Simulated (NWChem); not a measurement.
CH3Cl2Si, doublet; SMILES Cl[Si](C)Cl

In the optimisation the excess spin sits in a' (Cs, its own frame).

**Question.** Give the equilibrium geometry at PBE0/def2-SVP, spin-unrestricted (NWChem) as a list of bonds and angles, with the point group.

**Answer.** point group Cs; any orientation.
Bonds (Å): C1–Si2 1.873, C1–H5 1.102, C1–H6 1.100, C1–H7 1.100, Si2–Cl3 2.075, Si2–Cl4 2.075. Angles (°): Si2–C1–H5 109.3, Si2–C1–H6 110.3, Si2–C1–H7 110.3, H5–C1–H6 108.9, H5–C1–H7 108.9, H6–C1–H7 109.1, C1–Si2–Cl3 108.9, C1–Si2–Cl4 108.9, Cl3–Si2–Cl4 108.9.
